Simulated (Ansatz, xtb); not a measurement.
## Relative energy of two isomers of C6H9Br

We compare a, `C=CC1(Br)CCC1`, a singlet, with b, `C=C[C@H]1C[C@@H](Br)C1`, a singlet. Both are isolated molecules in the gas phase, relaxed with PBE-D3(BJ)/def2-SVP; the shapes shown needn't be the lowest conformers.

a (Å):

```xyz
16

C     1.6160    2.5731   -1.0979
C     1.1156    2.7659    0.1355
C     0.7205    1.6816    1.0774
C     1.0665    0.1946    0.8245
C     1.3090    0.0243    2.3465
C     1.4125    1.5662    2.4635
Br   -1.2686    1.8703    1.3627
H     1.9035    3.4229   -1.7354
H     1.7485    1.5636   -1.5194
H     0.9823    3.7915    0.5238
H     2.0133    0.1250    0.2499
H     0.3004   -0.4311    0.3293
H     2.1902   -0.5690    2.6574
H     0.4104   -0.3648    2.8629
H     0.9309    2.0753    3.3199
H     2.4613    1.9199    2.3758
```

b (Å):

```xyz
16

C    -0.6127   -2.3455   -1.4228
C    -0.0105   -1.2293   -0.9764
C     0.7203   -1.1001    0.3205
C     2.1753   -0.5258    0.3040
C     1.8338    0.2061    1.6115
C     0.3391    0.0761    1.2787
Br    2.5726    2.0009    1.8951
H    -0.6040   -3.2769   -0.8320
H    -1.1354   -2.3715   -2.3915
H    -0.0402   -0.3133   -1.5970
H     0.6955   -2.0645    0.8692
H     2.3009    0.1924   -0.5311
H     3.0265   -1.2340    0.3058
H     2.1222   -0.3700    2.5105
H    -0.0155    0.9517    0.6985
H    -0.3679   -0.1213    2.1078
```

Task: Which of the two would you expect CCSD(T)/def2-SVP + ΔMP2/def2-TZVPP electronic energies to favour?

Result: CCSD(T)/def2-SVP + ΔMP2/def2-TZVPP gives E(b) − E(a) = −0.017 eV, slightly favouring structure b, which is too small a margin to settle the true order.

The same difference at several levels:

```json
{"level": "GFN2-xTB", "geometry": "GFN2-xTB", "E(b) − E(a) (eV)": "−0.005", "departure from the last row (eV)": "+0.012", "job, with rough time for the two": "optimisation, 1.1 s"}
{"level": "HF/STO-3G", "geometry": "GFN2-xTB", "E(b) − E(a) (eV)": "−0.128", "departure from the last row (eV)": "−0.112", "job, with rough time for the two": "single point, 2.8 s"}
{"level": "r2SCAN-D4/def2-SVP", "geometry": "GFN2-xTB", "E(b) − E(a) (eV)": "−0.025", "departure from the last row (eV)": "−0.008", "job, with rough time for the two": "single point, 17 s"}
{"level": "PBE-D3(BJ)/def2-SVP", "geometry": "PBE-D3(BJ)/def2-SVP", "E(b) − E(a) (eV)": "−0.030", "departure from the last row (eV)": "−0.013", "job, with rough time for the two": "optimisation, 3 min"}
{"level": "HF/def2-SVP", "geometry": "PBE-D3(BJ)/def2-SVP", "E(b) − E(a) (eV)": "−0.114", "departure from the last row (eV)": "−0.097", "job, with rough time for the two": "part of the CCSD(T) run"}
{"level": "MP2/def2-SVP", "geometry": "PBE-D3(BJ)/def2-SVP", "E(b) − E(a) (eV)": "+0.006", "departure from the last row (eV)": "+0.023", "job, with rough time for the two": "part of the CCSD(T) run"}
{"level": "CCSD(T)/def2-SVP", "geometry": "PBE-D3(BJ)/def2-SVP", "E(b) − E(a) (eV)": "−0.005", "departure from the last row (eV)": "+0.011", "job, with rough time for the two": "single point"}
{"level": "CCSD(T)/def2-SVP + ΔMP2/def2-TZVPP", "geometry": "PBE-D3(BJ)/def2-SVP", "E(b) − E(a) (eV)": "−0.017", "departure from the last row (eV)": "", "job, with rough time for the two": "single point, 9 min"}
```

As drawn, both hold the same kinds of bond in the same numbers.

The largest departure from CCSD(T)/def2-SVP + ΔMP2/def2-TZVPP is that of HF/STO-3G, 0.112 eV. The last row adds to CCSD(T) the change of the MP2 difference between the two basis sets, here −0.011 eV.

With thermal terms from frequencies at re-optimised GFN2-xTB minima (ideal gas, soft modes damped towards free rotors, one conformer each, 298.15 K, 1 atm): the zero-point term adds +0.010 eV; ΔH is −0.011 and ΔG −0.007 eV.

The correlated steps freeze 15 core orbitals; the filled d shell of Br is correlated, in a basis made for valence electrons. Mirror images aren't counted in ΔG. Programs: Ansatz 0.2.0, xtb 6.7.1; the last row on 2 threads of Intel(R) Xeon(R) Processor @ 2.50GHz (Skylake/Cascade Lake) on a shared host.
